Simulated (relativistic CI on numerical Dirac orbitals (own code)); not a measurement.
**Hyperfine structure of Bi78+, mass number 207**

Calculated at this level of theory: Dirac-Coulomb-Breit CI, orbitals from a KLI potential per configuration, model QED, unscaled Slater integrals (own radial code, finite nucleus).

Configurations in the expansion (outside the closed core 1s2): 2s2 2p, 2s 2p2, 2p3, 2p2 3s, 2s2 3s, 2p2 3p, 2s2 3p, 2p2 3d, 2s2 3d, 2s 2p 3s, 2s 2p 3p, 2s 2p 3d, 2s2 4s, 2s2 4p, 2s2 4d, 2s2 4f. Levels of other configurations are missing.

Nuclear spin I = 9/2, μ = 4.0729 μN, Q = -0.76 b (tables of Stone and Pyykkö). The electronic factors are computed for point nuclear moments, without core polarisation or the Bohr-Weisskopf and QED corrections.

```csv
Level,E (Ry),A (GHz),B (GHz)
2s2 2p 2P°_1/2,0.000,12540,
2s2 2p 2P°_3/2,183.258,1146,-1930
2s 2p2 4P_3/2,200.727,8821,-1520
2s 2p2 2D_5/2,203.892,10800,-1740
2s 2p2 2P_1/2,210.369,-14870,
2s 2p2 2D_3/2,210.475,-114.3,-927
2s 2p2 4P_5/2,385.315,8548,-177
2s 2p2 2S_1/2,394.825,38130,
```

Levels with J = 0, under 50 % of one LS term, or S terms without an open s electron are left out. Small factors come from cancelling terms and can be off by tens of per cent or more.

At this charge energies of transitions that change n are usually good to better than 1 %, and those within a shell (Δn = 0) to a few per cent.

Question: Give the hyperfine levels of 2s2 2p 2P°_1/2 relative to its centre of gravity.

Answer: With K = F(F + 1) − I(I + 1) − J(J + 1), E = AK/2: F = 4: -34490, F = 5: 28220 GHz.

LS names give the leading component of a level, which can be under half, so a name can repeat, a term be missing and a line seem to break the LS rules.
